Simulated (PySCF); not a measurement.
C3H4ClF, SMILES C/C(Cl)=C\F.

Geometry optimised at PBE-D3(BJ)/def2-SVP.

Calculation: PySCF with PBE-D3(BJ)/def2-SVP.

Frequencies are harmonic and unscaled.

Problem. Give all harmonic wavenumbers and intensities. (Estimate from the structure and the level; the computed values follow.)

Solution. 
```tsv
mode	ν (cm⁻¹)	IR (km/mol)	moving atoms (share of kinetic energy)
1	177	0.2	H 96 %
2	235	4.6	C 41 %, F 34 %, H 15 %, Cl 10 %
3	274	1.2	C 54 %, F 26 %, H 11 %, Cl 9 %
4	314	1.9	C 47 %, H 22 %, Cl 21 %, F 10 %
5	413	11.0	C 62 %, H 36 %
6	461	2.9	Cl 46 %, F 35 %, C 16 %
7	747	15.9	C 65 %, H 22 %, Cl 8 %
8	800	16.6	H 68 %, C 31 %
9	956	7.0	C 50 %, H 47 %
10	1009	0.1	H 68 %, C 32 %
11	1083	112.7	C 63 %, H 30 %
12	1156	96.8	C 47 %, F 30 %, H 24 %
13	1281	0.4	H 80 %, C 20 %
14	1349	9.3	H 63 %, C 36 %
15	1395	12.3	H 97 %
16	1400	1.6	H 95 %
17	1696	16.9	C 94 %
18	2972	11.1	H 97 %
19	3049	5.0	H 91 %, C 9 %
20	3091	2.1	H 91 %, C 9 %
21	3145	3.3	H 91 %, C 9 %
```
